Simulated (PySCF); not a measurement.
# Field gradients at the hydrogen positions

C₅H₅OP.
SMILES with atom numbers: `[CH2:1]=[CH:2][c:3]1[cH:4][p:5][cH:6][o:7]1` (hydrogens: H8, H9 on C1; H10 on C2; H11 on C4; H12 on C6)

Geometry (GFN2-xTB, Å), atoms numbered from 1 in this order:
```xyz
12
C5H5OP angstrom
C     -1.911   -1.003    0.507
C     -1.246    0.148    0.488
C      0.111    0.296    0.015
C      0.847    1.452   -0.026
P      2.456    1.170   -0.678
C      2.003   -0.472   -0.838
O      0.766   -0.783   -0.443
H     -1.460   -1.917    0.158
H     -2.921   -1.064    0.870
H     -1.702    1.063    0.838
H      0.475    2.404    0.302
H      2.584   -1.295   -1.218
```

Level: PBE0/pcSseg-1 (PySCF, non-relativistic); Q(2H) = 0.00286 b; rigid geometry, the same for H and D, with no vibrational averaging.

**Question.** Rank these positions by the coupling χzz of a deuteron there, largest first.
A. H11 (aromatic hydrogen)
B. H10 (vinylic hydrogen)
C. H12 (aromatic hydrogen)

**Answer.** A (232 kHz), C (223 kHz), B (218 kHz).

**Question.** Tabulate Vzz, the asymmetry η and χzz = 234.96 MHz × Q × Vzz for every hydrogen position.

**Answer.** 
```
atom  bonded to  bond length (Å)  Vzz (au)     η  χzz (kHz)
  H8         C1            1.077    0.3341  0.05        225
  H9         C1            1.075    0.3395  0.05        228
 H10         C2            1.081    0.3242  0.08        218
 H11         C4            1.074    0.3451  0.07        232
 H12         C6            1.077    0.3323  0.11        223
```

**Question.** Give the 2H NMR doublet splittings at H9 for a magnetic field along the z, y and x axes of the gradient: 3χ/2, 3χ(1 + η)/4, 3χ(1 − η)/4.

**Answer.** With |χ| = 228.1 kHz and η = 0.047: 342, 179 and 163 kHz, to first order and without motion.

One conformer (not necessarily the lowest) at the GFN2-xTB geometry, without solvent, vibrations or thermal averaging. GFN2-xTB bond lengths can be off by several hundredths of an ångström, more for odd bonds, and the gradients follow them. With so small a basis the couplings can be 20 % off.

The run behind these numbers computed NMR shieldings as well. The run took 17 s wall (grids of density and orbitals included) on Arm Neoverse V2, one thread (shared host), and the process peaked at 0.71 GiB of memory.
